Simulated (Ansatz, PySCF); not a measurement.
Ways to break one bond of CN (CH5N) [methanamine]:

A. CN (CH5N) -> C[NH] + H atom
B. CN (CH5N) [methanamine] -> [CH2]N + H atom
C. CN (CH5N) [methanamine] -> [CH3] (CH3) + [NH2] (NH2)

Quantity: bond dissociation energy (enthalpy at 298 K, with B3LYP-D3(BJ) rigid-rotor harmonic-oscillator terms from PySCF), kcal/mol. Structures are relaxed separately at B3LYP-D3(BJ)/def2-TZVP in Ansatz (an electronic-structure program), one conformer each, not searched for the lowest. Valence correlation only, unless marked. UHF or UKS for open shells. No spin-orbit coupling. No relativistic terms. CBS(X,Y): correlation extrapolated as X^-3; Hartree-Fock from the larger set. The bracket is a focal-point correction in the basis named.

Task: Rank them by bond dissociation energy at RI-MP2/CBS(aug-cc-pVTZ,aug-cc-pVQZ)+[CCSD(T)-MP2]/aug-cc-pVTZ (Ansatz), lowest first.

Result: C (84.5 kcal/mol), B (93.4 kcal/mol), A (100.1 kcal/mol)
